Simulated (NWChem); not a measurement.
System: C2H6Si, singlet; SMILES C[Si]C

Excerpt of the output:

```
             Northwest Computational Chemistry Package (NWChem) 7.3.0
             --------------------------------------------------------

 C2  symmetry detected

                             Geometry "geometry" -> ""
                             -------------------------

 Output coordinates in angstroms (scale by  1.889725989 to convert to a.u.)

  No.       Tag          Charge          X              Y              Z
 ---- ---------------- ---------- -------------- -------------- --------------
    1 Si                  14.0000     0.00000000     0.00000000     0.76088306
    2 C                    6.0000    -1.44954110    -0.00603415    -0.50171894
    3 H                    1.0000    -2.41217772    -0.26758745    -0.05004994
    4 H                    1.0000    -1.27574779    -0.65055684    -1.37426794
    5 H                    1.0000    -1.54510522     1.02229996    -0.89154994
    6 C                    6.0000     1.44954110     0.00603415    -0.50171894
    7 H                    1.0000     1.27574779     0.65055684    -1.37426794
    8 H                    1.0000     1.54510522    -1.02229996    -0.89154994
    9 H                    1.0000     2.41217772     0.26758745    -0.05004994

 Effective nuclear repulsion energy (a.u.)      96.5722383569

      Symmetry information
      --------------------

 Group name             C2
 Group number              4
 Group order               2
 No. of unique centers     5

  pbe96 is a nonlocal functional; adding pw91lda local functional.

                                 NWChem DFT Module
                                 -----------------

 Summary of "ao basis" -> "ao basis" (spherical)
 ------------------------------------------------------------------------------
       Tag                 Description            Shells   Functions and Types
 ---------------- ------------------------------  ------  ---------------------
 Si                          6-31g*                  8       18   4s3p1d
 C                           6-31g*                  6       14   3s2p1d
 H                           6-31g*                  2        2   2s

      Symmetry analysis of basis
      --------------------------

        a          30
        b          28

  itol2e modified to match energy
  convergence criterion.
  tol_rho modified to match energy
  convergence criterion.

            General Information
            -------------------
          SCF calculation type: DFT
          Wavefunction type:  closed shell.
          No. of atoms     :     9
          No. of electrons :    32
           Alpha electrons :    16
            Beta electrons :    16
          Charge           :     0
          Spin multiplicity:     1
          Use of symmetry is: on ; symmetry adaption is: on
          Maximum number of iterations: 150
          AO basis - number of functions:    58
                     number of shells:    32
          Convergence on energy requested:  1.00D-09
          Convergence on density requested:  1.00D-08
          Convergence on gradient requested:  1.00D-07

              XC Information
              --------------
          PerdewBurkeErnzerhof Exchange Functional  1.000
            Perdew 1991 LDA Correlation Functional  1.000 local
           PerdewBurkeErnz. Correlation Functional  1.000 non-local

             Grid Information
             ----------------
          Grid used for XC integration:  medium
          Radial quadrature: Mura-Knowles
          Angular quadrature: Lebedev.
          Tag              B.-S. Rad. Rad. Pts. Rad. Cut. Ang. Pts.
          ---              ---------- --------- --------- ---------
          Si                  1.10       88           8.0       590
          C                   0.70       49          10.0       434
          H                   0.35       45          11.0       434
          Grid pruning is: on
          Number of quadrature shells:   272
          Spatial weights used:  Erf1

      Superposition of Atomic Density Guess
      -------------------------------------

 Sum of atomic energies:        -367.12721105

      Non-variational initial energy
      ------------------------------

 Total energy =    -368.508602
 1-e energy   =    -695.842664
 2-e energy   =     230.761823
 HOMO         =      -0.209072
 LUMO         =      -0.054722

      Symmetry analysis of molecular orbitals - initial
      -------------------------------------------------

  Numbering of irreducible representations:

     1 a           2 b

  Orbital symmetries:

     1 a           2 a           3 b           4 a           5 b
     6 a           7 b           8 a           9 b          10 a
    11 a          12 b          13 b          14 a          15 b
    16 a          17 b          18 b          19 a          20 a
    21 b          22 a          23 a          24 b          25 b
    26 a

   convergence    iter        energy       DeltaE   RMS-Dens  Diis-err
 ---------------- ----- ----------------- --------- --------- ---------
 d= 0,ls=0.0,diis     1   -368.9425185401 -4.66D+02  1.11D-02  2.61D-01
 d= 0,ls=0.0,diis     2   -368.9514658926 -8.95D-03  7.85D-03  1.33D-01
 d= 0,ls=0.0,diis     3   -368.9630553155 -1.16D-02  2.95D-03  5.46D-02
 d= 0,ls=0.0,diis     4   -368.9707559110 -7.70D-03  3.95D-04  1.25D-04
 d= 0,ls=0.0,diis     5   -368.9707805145 -2.46D-05  7.32D-05  1.31D-05
 d= 0,ls=0.0,diis     6   -368.9707827572 -2.24D-06  1.08D-05  4.30D-07
 d= 0,ls=0.0,diis     7   -368.9707828270 -6.99D-08  1.69D-06  5.54D-09
 d= 0,ls=0.0,diis     8   -368.9707828279 -9.07D-10  4.09D-07  1.26D-10
 d= 0,ls=0.0,diis     9   -368.9707828280 -1.86D-11  9.22D-08  7.81D-12
 d= 0,ls=0.0,diis    10   -368.9707828280 -4.77D-12  6.73D-09  1.37D-13

         Total DFT energy =     -368.970782827970
      One electron energy =     -699.032185220554
           Coulomb energy =      267.171557870880
    Exchange-Corr. energy =      -33.682393835162
 Nuclear repulsion energy =       96.572238356866

 Numeric. integr. density =       32.000030904226

                  Occupations of the irreducible representations
                  ----------------------------------------------

                     irrep           alpha         beta
                     --------     --------     --------
                     a                 9.0          9.0
                     b                 7.0          7.0

                       DFT Final Molecular Orbital Analysis
                       ------------------------------------

 Vector   14  Occ=2.000000D+00  E=-3.411955D-01  Symmetry=b
              MO Center= -8.6D-14,  4.1D-14, -5.1D-01, r^2= 4.1D+00
   Bfn.  Coefficient  Atom+Function         Bfn.  Coefficient  Atom+Function
  ----- ------------  ---------------      ----- ------------  ---------------
    23      0.271250  2 C  pz                43     -0.271250  6 C  pz
    33      0.170312  3 H  s                 57     -0.170312  9 H  s
    21     -0.158344  2 C  px                41     -0.158344  6 C  px
    35     -0.150715  4 H  s                 53      0.150715  7 H  s
    34      0.142746  3 H  s                 58     -0.142746  9 H  s

 Vector   15  Occ=2.000000D+00  E=-2.549832D-01  Symmetry=b
              MO Center=  4.0D-15, -5.8D-16, -1.3D-01, r^2= 3.0D+00
   Bfn.  Coefficient  Atom+Function         Bfn.  Coefficient  Atom+Function
  ----- ------------  ---------------      ----- ------------  ---------------
     7      0.354011  1 Si px                21     -0.294060  2 C  px
    41     -0.294060  6 C  px                25     -0.182582  2 C  px
    45     -0.182582  6 C  px                23     -0.157953  2 C  pz
    43      0.157953  6 C  pz                 3     -0.150789  1 Si px
    24     -0.134282  2 C  s                 44      0.134282  6 C  s

 Vector   16  Occ=2.000000D+00  E=-1.743647D-01  Symmetry=a
              MO Center=  1.1D-16,  4.9D-16,  8.8D-01, r^2= 2.8D+00
   Bfn.  Coefficient  Atom+Function         Bfn.  Coefficient  Atom+Function
  ----- ------------  ---------------      ----- ------------  ---------------
    10      0.459290  1 Si s                  9      0.437446  1 Si pz
     6      0.293785  1 Si s                 13      0.208483  1 Si pz
    24     -0.185173  2 C  s                 44     -0.185173  6 C  s
     5     -0.177218  1 Si pz                23     -0.171783  2 C  pz
    43     -0.171783  6 C  pz                 2     -0.141262  1 Si s

 Vector   17  Occ=0.000000D+00  E=-1.049111D-01  Symmetry=b
              MO Center=  2.8D-15,  2.9D-16,  6.9D-01, r^2= 2.9D+00
   Bfn.  Coefficient  Atom+Function         Bfn.  Coefficient  Atom+Function
  ----- ------------  ---------------      ----- ------------  ---------------
     8      0.608509  1 Si py                12      0.534674  1 Si py
     4     -0.224864  1 Si py                38     -0.180296  5 H  s
    56      0.180296  8 H  s                 36      0.141144  4 H  s
    54     -0.141144  7 H  s                 37     -0.085832  5 H  s
    55      0.085832  8 H  s                 22     -0.072071  2 C  py

[...]

                         DFT ENERGY GRADIENTS

    atom               coordinates                        gradient
                 x          y          z           x          y          z
   1 Si      0.000000   0.000000   1.437860    0.000000   0.000000  -0.001942
   2 C      -2.739235  -0.011403  -0.948111   -0.002662   0.000850  -0.002416
   3 H      -4.558355  -0.505667  -0.094581    0.004193   0.000993  -0.002211
   4 H      -2.410814  -1.229374  -2.596990   -0.001026   0.002635   0.004025
   5 H      -2.919825   1.931867  -1.684785    0.000158  -0.004338   0.001573
   6 C       2.739235   0.011403  -0.948111    0.002662  -0.000850  -0.002416
   7 H       2.410814   1.229374  -2.596990    0.001026  -0.002635   0.004025
   8 H       2.919825  -1.931867  -1.684785   -0.000158   0.004338   0.001573
   9 H       4.558355   0.505667  -0.094581   -0.004193  -0.000993  -0.002211
```

Level: PBE/6-31G* (spherical d). Low-valent species are run as closed-shell singlets; no triplet was tried in these runs. Geometry: optimised at B3LYP/6-31G* (spherical d).

Problem. Write an input that gives this output.

Solution. One answer among several that fit: the input that was run:
```
start job
memory heap 200 mb stack 900 mb global 1100 mb
geometry units angstroms noautoz
  Si     0.000000     0.000000     0.767861
  C     -1.449364     0.023448    -0.494741
  H     -2.417121    -0.218473    -0.043072
  H     -1.288715    -0.624476    -1.367290
  H     -1.523994     1.053513    -0.884572
  C      1.449364    -0.023448    -0.494741
  H      1.288715     0.624476    -1.367290
  H      1.523994    -1.053513    -0.884572
  H      2.417121     0.218473    -0.043072
end
basis spherical
  * library 6-31g*
end
dft
  xc xpbe96 cpbe96
  iterations 150
  convergence energy 1d-9 density 1d-8 gradient 1d-7
  tolerances tight
end
task dft gradient
```
